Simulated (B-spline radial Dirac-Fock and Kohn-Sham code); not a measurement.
Photoionisation of hafnium ions at Mo Kα (17479.3 eV)

The computed values come from a radial finite-basis atomic code: a relativistic central-field model (Hartree-Slater potential of the initial state, Latter tail, multipole expansion of the photon field, Dirac-Fock thresholds). Cross sections in kb; a dash marks an empty subshell or a threshold above the photon energy.

```csv
ion,configuration,total,3d5/2,4p1/2,4p3/2,5p1/2,5d3/2
Hf,[Xe] 4f14 5d2 6s2,24.99,0.473,0.230,0.345,0.0325,0.000863
Hf³⁺,[Xe] 4f14 5d1,24.99,0.473,0.230,0.345,0.0333,0.000617
Hf⁵⁺,[Xe] 4f13,25.01,0.473,0.231,0.347,0.0370,–
```
